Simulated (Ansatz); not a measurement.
Reaction (ligand exchange at the Sn–Cl bond): `[OH][Sn][Cl]` + CH₃SH → `C[S][Sn][OH]` + HCl

Computed with Ansatz on PBE0-D4/def2-TZVP structures; ΔE is electronic, products minus reactants. CCSD(T)/CBS is the MP2 limit (def2-TZVPP, def2-QZVPP) plus CCSD(T) − MP2 in def2-TZVPP, frozen cores. This one scheme is used for every species. Functionals use def2-TZVPP. B3LYP here is the variant with VWN-RPA as its local correlation; programs differ in this. HSE06 is defined as in plane-wave codes. Elements past krypton have def2 core potentials. For Sn outer-core shells are correlated without core-valence functions, which leaves a few kJ/mol of doubt a bond. Each species was taken in one conformer, which may not be the lowest.

Q: Is it downhill or uphill in electronic energy at CCSD(T)/CBS, and by how much? (Best estimate.)

A: Computed: Uphill: ΔE = +0.39 eV.

Q: What do these levels give: revPBE-D4, r2SCAN-D4, B3LYP-D4, r2SCANh-D4, r2SCAN0-D4, HSE06-D4, ωB97M-V, BLYP, B3LYP, RPA@PBE/def2-TZVPP, CCSD(T)/def2-SVP, MP2/CBS(def2)? (Best estimate.)

A: The calculation gave: revPBE-D4 0.32, r2SCAN-D4 0.39, B3LYP-D4 0.39, r2SCANh-D4 0.40, r2SCAN0-D4 0.41, HSE06-D4 0.37, ωB97M-V 0.43, BLYP 0.47, B3LYP 0.48, RPA@PBE/def2-TZVPP 0.37, CCSD(T)/def2-SVP 0.34, MP2/CBS(def2) 0.38 eV.

Largest T1 diagnostic among the species: 0.017.

From BLYP to BHLYP (50 % exact exchange), in def2-TZVPP and without D4, ΔE moves by +0.05 eV. At CCSD(T), def2-SVP lies −0.05 eV from the extrapolated value and def2-TZVPP −0.03 eV. In def2-TZVPP, CCSD(T) changes the Hartree–Fock value by −0.25 eV (the triples alone add −0.05 eV) and MP2 by −0.26 eV.
